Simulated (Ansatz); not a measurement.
Results of the Gaussian-basis code of Ansatz.

A structure relaxed at PBE0-D4/def2-TZVP, charge 0, multiplicity 1:

```xyz
12

C     1.3327    1.2003   -1.5719
O     0.7121    0.2002   -0.8044
W    -0.8910   -0.4017   -0.0886
C    -0.5590   -1.0172    1.9055
O    -1.5094   -1.7738   -0.8952
O    -2.0963    0.8026   -0.0068
H     0.7978    2.1491   -1.4819
H     2.3560    1.3281   -1.2130
H     1.3601    0.8950   -2.6205
H    -1.4868   -1.3859    2.3484
H    -0.1976   -0.1748    2.5020
H     0.1814   -1.8218    1.9263
```

**Question.** Give its formula and SMILES.

**Answer.** C2H6O3W, `C[O][W]([CH3])(=[O])=[O]`.

**Question.** Summarise the bond lengths by kind.

**Answer.** 1 × C–O 1.405 Å; 6 × C–H 1.092 to 1.094 Å; 3 × O–W 1.706 to 1.856 Å; 1 × C–W 2.113 Å.
